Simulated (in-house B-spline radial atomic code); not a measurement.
# KLI/ALDAx excitations of Ru⁴²⁺

Method: KLI/ALDAx. Computed with a B-spline radial code for spherical atoms: linear response of the closed shell 1s2 with the adiabatic LDA exchange kernel on the exchange-only KLI potential; non-relativistic, point nucleus, no spin-orbit coupling, no double excitations, S, P, D and F terms only.

Without relativity these are model numbers for so heavy an element.

Command:
```bash
python run_td.py task.json out
```
Settings (radii: box in bohr, nucleus in fm):
```
Z                        44
electrons                2
configuration            1s2
hamiltonian              nr
method                   kli
box_radius               3.07
intervals                65
```

Run time, properties included: 1 thread of Intel(R) Xeon(R) Platinum 8488C (Sapphire Rapids), with other jobs on the host.

The lowest states, in the order of their Tamm-Dancoff energies; the method's threshold (minus the highest occupied level) is 25596.84 eV. Labels give the largest channel, * marks a mixed state, and oscillator strengths are full-response dipole values. Semilocal kernels can invert the small singlet-triplet splittings of Rydberg terms. Energies in eV:

| state | full response | Tamm-Dancoff | oscillator strength |
| --- | --- | --- | --- |
| 1s → 2s 3S | 19240.77 | 19240.80 | - |
| 1s → 2p 3P | ? | ? | - |
| 1s → 2s 1S | 19291.89 | 19292.01 | - |
| 1s → 2p 1P | 19313.05 | 19313.10 | 0.808 |
| 1s → 3s 3S | ? | ? | - |
| 1s → 3p 3P | 22793.02 | 22793.03 | - |
| 1s → 3s 1S | 22796.39 | 22796.42 | - |
| 1s → 3d 3D | 22799.01 | 22799.02 | - |
| 1s → 3d 1D | 22799.57 | 22799.57 | - |
| 1s → 3p 1P | 22803.48 | 22803.49 | 0.156 |
| 1s → 4s 3S | 24016.77 | 24016.78 | - |
| 1s → 4p 3P | 24021.01 | 24021.02 | - |
| 1s → 4s 1S | 24022.23 | 24022.24 | - |
| 1s → 4d 3D | 24023.38 | 24023.38 | - |
| 1s → 4d 1D | 24023.67 | 24023.67 | - |
| 1s → 4f 3F | 24024.38 | 24024.38 | - |

Problem. Where does 1s → 2p 3P lie?

Solution. At 19273.81 eV in full response, 19273.84 eV in Tamm-Dancoff.

Problem. Where does 1s → 3s 3S lie?

Solution. At 22782.95 eV in full response, 22782.96 eV in Tamm-Dancoff.

Problem. How large is the singlet-triplet splitting of 1s → 2s (S terms) in Tamm-Dancoff?

Solution. 51.2 eV, from the unrounded values.

Problem. What polarisabilities and dispersion coefficient does the method give?

Solution. Dipole 2.482e-06 bohr³, quadrupole 4.404e-09 bohr⁵, C6 3.756e-09 hartree·bohr⁶ for two such species.
